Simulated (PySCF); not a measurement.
The complex [CuCl5]3- (charge -3) contains Cu(II), shell d9. The structure is a PBE0-D3(BJ)/def2-TZVP, IEF-PCM water geometry optimised for multiplicity 2; coordination square pyramidal, point group C2v, metal–donor distances 2.35–2.66 Å.

```
6

Cu    0.000    0.000    0.000
Cl    2.360    0.000   -0.175
Cl   -2.360    0.000   -0.175
Cl    0.000   -2.302   -0.497
Cl    0.000    2.302   -0.497
Cl    0.000    0.000    2.660
```

Method (PySCF 2.14, density fitting): CASSCF(9,5) with orbitals averaged over all microstates of the shell, strongly contracted NEVPT2 on the averaged canonical orbitals; basis x2c-TZVPall on the metal, x2c-SVPall elsewhere; spin-free X2C; IEF-PCM water; spin-orbit coupling by state interaction with the mean-field operator over all roots.

What is the ground state?

2A1 (S = 1/2, orbital degeneracy 1), orbital occupations from the lowest 2.0 2.0 2.0 2.0 1.0, by NEVPT2.

Where do the spin-allowed transitions within the shell lie?

By NEVPT2: 2A1 at 7671 cm⁻¹ (1304 nm); 2A2 at 8193 cm⁻¹ (1221 nm); 2B2 at 8830 cm⁻¹ (1132 nm); 2B1 at 9204 cm⁻¹ (1087 nm). The strongest, at 8830 cm⁻¹, has f = 1.5e-05.

Give the fitted ligand-field and repulsion parameters.

At NEVPT2 level: orbital energies 0, 373, 1011, 1533, 9204 cm⁻¹; ζ = 801 cm⁻¹ (free ion 818).

What magnetic behaviour follows?

The ground doublet has g = 2.101, 2.161, 2.667. μeff is 2.08 μB at 300 K and 2.01 μB at 10 K; the spin-only value is 1.73 μB.

Ligand-hole states mix strongly into such Cu(II) halides; the d shell alone makes them too ionic, overstates g shifts and moments and can put the wrong state lowest. NEVPT2 lifts 2A2 from 5050 to 8193 cm⁻¹; on the d shell alone such lifts tend to overshoot.

The job took 9.2 s on one thread of Arm Neoverse V2 (shared host), with 138 basis functions and a peak of 0.57 GiB, launched as `OMP_NUM_THREADS=1 python lf_run.py task.json out`.
